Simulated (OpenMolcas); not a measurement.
## B, Al, Ga, In, Tl: ns² np down the group

```
Program             : OpenMolcas
Method              : SS-CASPT2, IPEA 0.25 Eh, imaginary shift 0.1 Eh
Basis               : ANO-R3
Scalar Hamiltonian  : X2C, finite nucleus
Spin-orbit coupling : RASSI with atomic mean-field integrals over the reference wave functions, term energies averaged over their components
```

Active space for each ion: 3 electrons in 4 orbitals (s p); closed shells correlated by CASPT2: B 1s; Al 2s 2p; Ga 3d; In 4d; Tl 5d.

Computed levels in cm-1 above ²P°_1/2:

| Level | B | Al | Ga | In | Tl |
| --- | --- | --- | --- | --- | --- |
| ²P°_3/2 | 14.3 | 104 | 797 | 2120 | 7160 |
| weight of ²P° in the lowest level (%) | 100 | 100 | 100 | 100 | 100 |

Measured, with the error of the calculation in %. Measured levels: B, Al, Ga, In, Tl from NIST Handbook of Basic Atomic Spectroscopic Data.

```tsv
Level	B	Al	Ga	In	Tl
²P°_3/2	15.3 (-6.4)	112 (-7.4)	826 (-3.5)	2213 (-4.3)	7793 (-8.1)
```

The fine-structure level ²P°_3/2 changes by a factor of 501 from B to Tl.

Over all roots computed the reference weight is 0.92 to 0.97 in Al; the roots of lowest weight are the least certain, and an intruder state may touch them. Some high roots are left out of the spin-orbit mixing, which shifts the levels that they would mix with (holds for Ga; In; Tl). Computed and measured levels are paired by configuration, term and J; levels that our copy of the source lacks, or whose pairing is in doubt (as where it misses far off the trend of its configuration), stay unpaired and out of the deviations. Levels of configurations outside the active space are missing.

° marks odd parity.
